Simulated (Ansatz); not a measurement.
Geometry optimisation, RHF/def2-SVPD in Ansatz.

Input file:

```yaml
crystal:
  periodic: [false, false, false]
  atoms:
    - { symbol: C, position_ang: [-1.5066, 0.2782, 0.9829] }
    - { symbol: Si, position_ang: [-0.4729, -1.0292, 0.2704] }
    - { symbol: C, position_ang: [1.2335, -0.3852, -0.0125] }
    - { symbol: Al, position_ang: [1.3552, 0.9952, -1.4494] }
    - { symbol: H, position_ang: [-1.1145, 0.6876, 1.9021] }
    - { symbol: H, position_ang: [-1.6272, 1.1741, 0.2433] }
    - { symbol: H, position_ang: [-2.5415, -0.0815, 1.17] }
    - { symbol: H, position_ang: [-0.9902, -1.4856, -1.0092] }
    - { symbol: H, position_ang: [-0.4193, -2.1258, 1.2686] }
    - { symbol: H, position_ang: [1.647, 0.0636, 0.966] }
    - { symbol: H, position_ang: [1.9138, -1.2292, -0.2732] }
    - { symbol: H, position_ang: [2.6729, 1.69, -1.8517] }
    - { symbol: H, position_ang: [-0.1297, 1.4131, -2.1924] }
basis:
  gaussian: { orbitals: def2-SVPD }
hamiltonian:
  xc: hf
relax:
  f_tol: 0.015
  max_steps: 40
```

Run as:

```bash
$ ansatz run input.yaml --threads 2 --pin off --max-ram 3072MiB --backend cpu --events-out ev --progress --plain --runs-dir out
```

**Question.** Where does it end, and by what steps?

**Answer.** The forces met the threshold. The force dipped under the threshold on the way, but the program's further checks kept it going. After 38 steps the energy has fallen by 0.447 eV; H13 moved furthest, 1.81 Å.

```tsv
step	energy less start (eV)	largest force component (eV/Å)	accepted
0	0.0000	2.535	yes
2	-0.4078	0.139	yes
4	-0.4140	0.046	yes
6	-0.4158	0.074	yes
8	-0.4173	0.034	yes
10	-0.3929	0.461	no
12	-0.4189	0.055	yes
14	-0.4199	0.073	yes
16	-0.4221	0.154	yes
18	-0.4269	0.097	yes
20	-0.4323	0.106	yes
22	-0.4374	0.148	yes
24	-0.4429	0.025	yes
26	-0.4440	0.067	yes
28	-0.4458	0.030	yes
30	-0.4460	0.084	no
32	-0.4469	0.026	yes
34	-0.4471	0.027	yes
36	-0.4473	0.012	yes
38	-0.4473	0.010	yes
```

```xyz
13
Properties=species:S:1:pos:R:3
C -1.719 0.165 0.878
Si -0.374 -1.049 0.339
C 1.278 -0.188 0.049
Al 1.404 1.074 -1.450
H -1.444 0.671 1.807
H -1.900 0.935 0.123
H -2.663 -0.357 1.051
H -0.812 -1.723 -0.917
H -0.239 -2.106 1.377
H 1.538 0.337 0.978
H 2.032 -0.972 -0.099
H 1.995 0.606 -2.843
H 0.924 2.574 -1.278
```

Whether the end is a true minimum wasn't checked by a vibrational analysis.

Time of the run: 80 s on 2 threads of Intel(R) Xeon(R) 6975P-C (Granite Rapids) (shared host), peak memory 0.45 GiB.
